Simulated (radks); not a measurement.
Problem. Excited configurations of N: one electron is placed in a higher orbital outside [He] 2s2 2p2. The ground configuration is [He] 2s2 2p3. Method: non-relativistic Kohn-Sham, BLYP, spin-unpolarised, spherical densities, point nucleus; computed with a radial shooting solver on a logarithmic mesh with Libxc functionals. Excitation = E - E(ground); binding = E(ion) - E, where the ion is the core of charge +1; n* = 1/sqrt(2 binding) in atomic units, and the quantum defect is n - n*.

outer orbital  excitation (eV)  binding (eV)     n*  quantum defect  eigenvalue (eV)  <r> (bohr)
3p                      10.886         2.694  2.247           0.753           -1.233       6.682
3d                      12.081         1.499  3.013          -0.013           -0.579       10.20
4s                      11.708         1.871  2.696           1.304           -1.042       11.27
5p                      12.650         0.930  3.825           1.175           -0.536       22.74
7f                      13.187         0.393  5.883           1.117           -0.265       64.25

Estimate the row for 6p.

Solution. excitation (eV) 12.923; binding (eV) 0.657; n* 4.552; quantum defect 1.448; eigenvalue (eV) -0.417; <r> (bohr) 36.23. The Delta-SCF ionisation energy is 13.580 eV (NIST Atomic Spectra Database: 14.534 eV, measured). Self-interaction in the functional shifts the binding energies and quantum defects, so they are the method's values and not measured ones. Spin polarisation and multiplet splitting are left out, so open shells lie too high by an amount that depends on their filling.

Beside tabulated values, note that spin-unpolarised runs miss the spin-polarisation part of the exchange energy of open shells.
